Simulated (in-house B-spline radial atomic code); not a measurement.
# Functionals against successive ionisation energies: Br to Br⁵⁺

Ionisation energies as differences of self-consistent total energies from an all-electron radial atomic-structure program (B-spline basis): all electrons, radial basis limit, scalar-relativistic (one-electron X2C), spin-polarised at highest spin, spherical densities; exact exchange is averaged over the determinants of each configuration. No spin-orbit coupling, Breit or QED terms. NIST's values run from ground level to ground level, so in open shells the differences also hold multiplet and fine-structure energies that spherical high-spin averages miss. Columns give computed minus NIST, in eV; a star marks a semi-empirical value. Species are left out where the tabulated value is theory, is uncertain by more than 0.12 eV, or (13 ions, such as In⁴⁺, Te⁴⁺ and Bi⁴⁺) lies off its series for all methods alike, which flatters the means a little.

```json
{"species": "Br", "shell": "4p", "NIST (eV)": "11.81", "PBEsol": "+0.05", "r2SCAN": "+0.17", "HSE06": "+0.03", "CAM-B3LYP": "+0.11", "r2SCAN0": "+0.12"}
{"species": "Br⁺", "shell": "4p", "NIST (eV)": "21.59", "PBEsol": "-0.33", "r2SCAN": "-0.56", "HSE06": "-0.24", "CAM-B3LYP": "+0.01", "r2SCAN0": "-0.48"}
{"species": "Br²⁺", "shell": "4p", "NIST (eV)": "34.87 ± 0.02", "PBEsol": "+0.25", "r2SCAN": "+0.80", "HSE06": "+0.33", "CAM-B3LYP": "+0.22", "r2SCAN0": "+0.75"}
{"species": "Br³⁺", "shell": "4p", "NIST (eV)": "47.78 ± 0.01", "PBEsol": "-0.84", "r2SCAN": "-0.51", "HSE06": "-0.87", "CAM-B3LYP": "-0.82", "r2SCAN0": "-0.56"}
{"species": "Br⁴⁺", "shell": "4p", "NIST (eV)": "59.59 ± 0.03", "PBEsol": "-0.44", "r2SCAN": "-0.52", "HSE06": "-0.40", "CAM-B3LYP": "-0.19", "r2SCAN0": "-0.45"}
{"species": "Br⁵⁺", "shell": "4s", "NIST (eV)": "87.39 ± 0.03", "PBEsol": "+0.43", "r2SCAN": "-0.09", "HSE06": "+0.22", "CAM-B3LYP": "+0.68", "r2SCAN0": "-0.29"}
```

(1) How do the methods rank, and which species is hardest?

## Answers

(1) Mean absolute (signed) differences: CAM-B3LYP 0.34 (0.00) eV; HSE06 0.35 (-0.15) eV; PBEsol 0.39 (-0.15) eV; r2SCAN0 0.44 (-0.15) eV; r2SCAN 0.44 (-0.12) eV. For Br³⁺, which loses a 4p electron, the nearest method is off by -0.51 eV, the largest such miss. The first two are tied within the accuracy of the references.
